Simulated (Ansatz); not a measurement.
The same ligand exchange along the group O, S, Se, Te.

Program: Ansatz. Geometries: PBE0-D4/def2-TZVP. ΔE: electronic, gas phase. CCSD(T)/CBS adds triple-zeta CCSD(T) − MP2 to the extrapolated MP2 energy (def2 sets, frozen cores). This one scheme is used for every species. DFT in def2-TZVPP. def2 core potentials past Kr. For Ge, Se, Te outer-core shells are correlated without core-valence functions, which leaves a few kJ/mol of doubt a bond. Scalar relativity is left out up to krypton.

```
                                       reaction  B97M-V (kcal/mol)  CCSD(T)/CBS(def2) (kcal/mol)
     `BO` + `[NH2][GeH3]` → `B[NH][GeH3]` + H₂O                0.1                          -2.1
     `BS` + `[NH2][GeH3]` → `B[NH][GeH3]` + H₂S              -10.3                         -11.8
`B[SeH]` + `[NH2][GeH3]` → `B[NH][GeH3]` + H₂Se              -12.9                         -12.8
`B[TeH]` + `[NH2][GeH3]` → `B[NH][GeH3]` + H₂Te              -17.0                         -15.9
```

Largest T1 diagnostic: 0.015, for `B[TeH]`.
